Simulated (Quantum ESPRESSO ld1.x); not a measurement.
Results of a calculation; reference values are marked as such.
ld1.x (Quantum ESPRESSO 7.5) input

```
 &input
    atom='Co',
    iswitch=1,
    rel=0,
    lsd=1,
    dft='PW',
    config='[Ne] 3s2 3p0.75 4s0.25',
    verbosity='high',
    prefix='ld1',
    max_out_wfc=37,
    file_charge='ld1.rho',
 /
```

Command: `OMP_NUM_THREADS=1 ld1.x < ld1.in > ld1.out`

Output (excerpt):

```
     Program LD1 v.7.5 starts

     --------------------------- All-electron run ----------------------------

     atomic number is 27.00
     dft =PW   lsd =1 sic =0 latt =0  beta=0.20 tr2=1.0E-14
     Exchange-correlation= PW
                           (   1   4   0   0   0   0   0)
     mesh =1863 r(mesh) =  99.50055 a.u. xmin = -7.00 dx = 0.00800
     1 Ry =  13.60569312 eV

     n l     nl                  e(Ry)          e(Ha)          e(eV)
     1 0     1S 1( 1.00)    -585.175351594    -292.587675797  -7961.7162569
     2 0     2S 1( 1.00)     -97.273913672     -48.636956836  -1323.4790183
     2 1     2P 1( 3.00)     -89.108011132     -44.554005566  -1212.3762543
     3 0     3S 1( 1.00)     -33.984212204     -16.992106102   -462.3787623
     3 1     3P 1( 0.75)     -31.411564732     -15.705782366   -427.3761103
     4 0     4S 1( 0.25)     -16.933134899      -8.466567450   -230.3870370
     1 0     1S 2( 1.00)    -585.118528175    -292.559264088  -7960.9431349
     2 0     2S 2( 1.00)     -97.214316250     -48.607158125  -1322.6681541
     2 1     2P 2( 3.00)     -89.039790345     -44.519895172  -1211.4480632
     3 0     3S 2( 1.00)     -33.748474830     -16.874237415   -459.1713919
     3 1     3P 2( 0.00)     -31.176796790     -15.588398395   -424.1819297
     4 0     4S 2( 0.00)     -16.760956206      -8.380478103   -228.0444266

     final scf error:  1.4E-16 reached in  19 iterations

     Etot =   -2575.040236 Ry,   -1287.520118 Ha,  -35035.207224 eV
     Total magnetization:    1.00 Bohr mag.

     Ekin =    2573.118772 Ry,    1286.559386 Ha,   35009.064375 eV
     Encl =   -5670.630826 Ry,   -2835.315413 Ha,  -77152.862830 eV
     Eh   =     608.238474 Ry,     304.119237 Ha,    8275.506024 eV
     Exc  =     -85.766655 Ry,     -42.883328 Ha,   -1166.914793 eV

     normalization and overlap integrals

     s(1S/1S) =  1.000000  <r> =   0.0570  <r2> =    0.0044  r(max) =   0.0376
     s(2S/2S) =  1.000000  <r> =   0.2564  <r2> =    0.0773  r(max) =   0.2153
     s(2P/2P) =  1.000000  <r> =   0.2234  <r2> =    0.0610  r(max) =   0.1721
     s(3S/3S) =  1.000000  <r> =   0.6612  <r2> =    0.4965  r(max) =   0.6140
     s(3P/3P) =  1.000000  <r> =   0.6504  <r2> =    0.4868  r(max) =   0.5994
     s(4S/4S) =  1.000000  <r> =   1.2817  <r2> =    1.8448  r(max) =   1.2817
     s(1S/1S) =  1.000000  <r> =   0.0570  <r2> =    0.0044  r(max) =   0.0376
     s(2S/2S) =  1.000000  <r> =   0.2562  <r2> =    0.0772  r(max) =   0.2153
     s(2P/2P) =  1.000000  <r> =   0.2233  <r2> =    0.0609  r(max) =   0.1721
     s(3S/3S) =  1.000000  <r> =   0.6616  <r2> =    0.4973  r(max) =   0.6140
     s(3P/3P) =  1.000000  <r> =   0.6508  <r2> =    0.4875  r(max) =   0.5994
     s(4S/4S) =  1.000000  <r> =   1.2851  <r2> =    1.8553  r(max) =   1.2817

     ------------------------ End of All-electron run ------------------------
```

Run on one thread of a shared host, so times are rough (Intel(R) Xeon(R) Processor @ 2.60GHz): 0.59 s of CPU time, 0.64 s wall, 19 iterations on 1863 mesh points.
